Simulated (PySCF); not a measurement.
Species: 3-methoxybenzaldehyde, C8H8O2.
Structure used (PBE0-D3(BJ)/def2-SVP), in Å, numbered top down from 1:
```xyz
18
C8H8O2 angstrom
C      2.5072   -1.2774   -0.1643
O      2.0563    0.0466   -0.0972
C      0.7329    0.2858   -0.1713
C      0.3387    1.6304   -0.0967
C     -1.0059    1.9784   -0.1647
C     -1.9841    0.9973   -0.3083
C     -1.5945   -0.3414   -0.3824
C     -2.6170   -1.4006   -0.5349
O     -3.8036   -1.2038   -0.6031
C     -0.2429   -0.7036   -0.3151
H      3.6007   -1.2423   -0.0841
H      2.2350   -1.7550   -1.1219
H      2.1082   -1.8888    0.6639
H      1.1181    2.3864    0.0155
H     -1.2896    3.0315   -0.1044
H     -3.0470    1.2382   -0.3647
H     -2.2009   -2.4410   -0.5845
H      0.0236   -1.7605   -0.3770
```

Level of theory: PySCF 2.14.0, PBE0-D3(BJ)/def2-SVP geometry optimisation, gas phase.

Take the most abundant isotopes and a rigid rotor. The values belong to one conformer with, in the numbering `[CH3:1][O:2][c:3]1[cH:4][cH:5][cH:6][c:7]([CH:8]=[O:9])[cH:10]1`, C1–O2–C3–C4 180°, C6–C7–C8–O9 0°.

(1) What are A, B and C (MHz)?

(2) What kind of rotor is it?

(3) Is it planar, by Δ = Ic − Ia − Ib?

(4) Give the other two planar moments, Paa and Pbb, and the rms extents of the mass along the axes.

(5) Which lines would a microwave search look for?

(6) Estimate the classical rotational partition function at 25 K, 100 K and 200 K.

## Answers

(1) Ia = 198.25, Ib = 565.26, Ic = 760.26 u·Å²; 505379 MHz·u·Å²/I gives A = 2549, B = 894.1, C = 664.7 MHz.

(2) An asymmetric top; Ray's κ = -0.757.

(3) Not planar: Δ = Ic − Ia − Ib = -3.25 u·Å². For a rigid frame Δ = −2 Σ m c², so Σ m c² = 1.62 u·Å² lies off the ab plane, practically all of it from hydrogen. The atom farthest from that plane is 0.90 Å away.

(4) Paa = Σ m a² = (Ib + Ic − Ia)/2 = 563.63 and Pbb = Σ m b² = (Ia + Ic − Ib)/2 = 196.63 u·Å². With the mass M = 136.05 u, the rms extents √(P/M) along a, b and c are 2.04, 1.20, 0.11 Å.

(5) The dipole components are |μa| = 3.39 D, |μb| = 0.89 D, |μc| = 0.00 D; the mirror of this Cs structure is the ab plane, so μc vanishes by symmetry and there are no c-type lines. The squared components, which scale the intensities, stand as 1.00 : 0.07 (a : b). Some lines, for components of 0.1 D or more:

```json
{"type": "a", "branch": "Q", "J(Ka,Kc)": "2(1,1) ← 2(1,2)", "MHz": "688", "lower level (cm⁻¹)": "0.204"}
{"type": "b", "branch": "R", "J(Ka,Kc)": "2(0,2) ← 1(1,1)", "MHz": "1440", "lower level (cm⁻¹)": "0.107"}
{"type": "a", "branch": "R", "J(Ka,Kc)": "1(0,1) ← 0(0,0)", "MHz": "1559", "lower level (cm⁻¹)": "0.000"}
{"type": "b", "branch": "Q", "J(Ka,Kc)": "1(1,0) ← 1(0,1)", "MHz": "1884", "lower level (cm⁻¹)": "0.052"}
{"type": "b", "branch": "Q", "J(Ka,Kc)": "2(1,1) ← 2(0,2)", "MHz": "2136", "lower level (cm⁻¹)": "0.155"}
{"type": "a", "branch": "R", "J(Ka,Kc)": "2(1,2) ← 1(1,1)", "MHz": "2888", "lower level (cm⁻¹)": "0.107"}
{"type": "a", "branch": "R", "J(Ka,Kc)": "2(0,2) ← 1(0,1)", "MHz": "3095", "lower level (cm⁻¹)": "0.052"}
{"type": "b", "branch": "R", "J(Ka,Kc)": "1(1,1) ← 0(0,0)", "MHz": "3214", "lower level (cm⁻¹)": "0.000"}
{"type": "a", "branch": "R", "J(Ka,Kc)": "2(1,1) ← 1(1,0)", "MHz": "3347", "lower level (cm⁻¹)": "0.115"}
{"type": "b", "branch": "R", "J(Ka,Kc)": "2(1,2) ← 1(0,1)", "MHz": "4543", "lower level (cm⁻¹)": "0.052"}
{"type": "b", "branch": "Q", "J(Ka,Kc)": "2(2,0) ← 2(1,1)", "MHz": "4988", "lower level (cm⁻¹)": "0.226"}
{"type": "b", "branch": "Q", "J(Ka,Kc)": "2(2,1) ← 2(1,2)", "MHz": "5653", "lower level (cm⁻¹)": "0.204"}
{"type": "b", "branch": "R", "J(Ka,Kc)": "2(2,1) ← 1(1,0)", "MHz": "8312", "lower level (cm⁻¹)": "0.115"}
{"type": "b", "branch": "R", "J(Ka,Kc)": "2(2,0) ← 1(1,1)", "MHz": "8564", "lower level (cm⁻¹)": "0.107"}
```

(6) Point group Cs, symmetry number σ = 1; q = (√π/σ)·√((kT/h)³/(ABC)), k/h = 20836.6 MHz/K: 17100 at 25 K, 137000 at 100 K, 387000 at 200 K.

Not checked by PBE0-D3(BJ)/def2-SVP frequencies. Constants of a rigid frame at the computed geometry: no zero-point averaging, no centrifugal distortion. A rigid rotor knows nothing of internal rotation, which can split or shift real lines.
